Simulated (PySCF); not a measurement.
Compound: C3H10N2Si.
Numbering: `[CH2:1]=[N:2][SiH2:3][N:4]([CH3:5])[CH3:6]` (hydrogens: H7, H8 on C1; H9, H10 on Si3; H11, H12, H13 on C5; H14, H15, H16 on C6)

Geometry (PBE0-D3(BJ)/def2-SVP, Å), atoms numbered from 1 in this order:
```xyz
16
C3H10N2Si angstrom
C      3.152    0.123   -0.579
N      2.021    0.576   -0.259
Si     0.888   -0.103    0.893
N     -0.646   -0.191    0.107
C     -1.179    0.949   -0.596
C     -1.602   -1.230    0.384
H      3.608   -0.799   -0.156
H      3.776    0.643   -1.331
H      0.957    0.827    2.068
H      1.223   -1.492    1.348
H     -1.643    0.639   -1.551
H     -1.954    1.487   -0.012
H     -0.374    1.658   -0.838
H     -1.114   -2.090    0.865
H     -2.072   -1.593   -0.549
H     -2.422   -0.894    1.052
```

Linear response at CAM-B3LYP/def2-SVPD (PySCF, frozen core in the response, non-relativistic).

Static isotropic polarisability: 81.27 au (12.04 Å³), principal values 68.4, 76.9, 98.5 au.

(1) What is the polarisability at 1064 nm and at the sodium D line?

(2) What is the isotropic C6 coefficient between two such molecules, C6 = (3/π)∫α(iω)² dω?

(3) Which effective excitation energy ω̄ makes London's formula C6 = (3/4)α²ω̄ exact here?

(4) What molar refraction at the D line follows from R = (4π/3)·N_A·α′, with α′ the polarisability volume?

(5) What does −C6/R⁶ come to at R = 12 Å between centres?

(6) How many electrons N does the Slater–Kirkwood formula C6 = (3/4)·√N·α^(3/2) need to give this C6?

(7) What n − 1 at the D line would an ideal gas of it have at 273.15 K and 1 atm (2.6868 × 10¹⁹ cm⁻³), by n − 1 = 2π·N·α′?

(8) The lowest 6 singlets have (eV, f): 4.08, 0.000; 5.38, 0.004; 6.05, 0.028; 6.45, 0.058; 6.73, 0.002; 6.88, 0.028. What share of the static polarisability do they carry in the sum over states α = Σ f/ω²?

(9) How anisotropic is the static polarisability, by Δα² = ½[(α1 − α2)² + (α2 − α3)² + (α3 − α1)²]?

Results:

(1) 82.03 au at 1064 nm (+0.9 %), 83.84 au at 589.3 nm (+3.2 %). The rise at 589.3 nm is 3.38 times that at 1064 nm; a pure ω² law gives 3.26. The lowest singlet lies at 304 nm, shorter than both wavelengths.

(2) 2583 au (Eh·bohr⁶) by a ten-point quadrature over imaginary frequencies, which is 1540 eV·Å⁶ or 149 J·nm⁶/mol.

(3) ω̄ = 4·C6/(3α²) = 0.522 Eh = 14.2 eV. A one-pole form α(ω) = α/(1 − ω²/ω̄²) fitted to the 1064 nm value gives 12.1 eV.

(4) α′ = 12.42 Å³ gives R = 31.34 cm³/mol, for isolated, non-vibrating species.

(5) -50 J/mol. This is the leading, orientation-averaged term; C8 and higher terms are left out.

(6) N = (4·C6/3)²/α³ = 22.1; the species has 56 electrons in all.

(7) 20.97 × 10⁻⁴, a formal value whether or not that pressure can be reached.

(8) 2.19 au, 2.7 % of α; the largest term, 1.03 au, is that of the state at 6.45 eV. Their oscillator strengths add up to 0.12. Higher states carry the rest.

(9) Δα = 26.9 au, or 0.33 of the isotropic value.

The run took about 80 s of CPU time (one thread, shared machine). This is the whole response run at CAM-B3LYP/def2-SVPD, SCF included.

One conformer stands for the species.
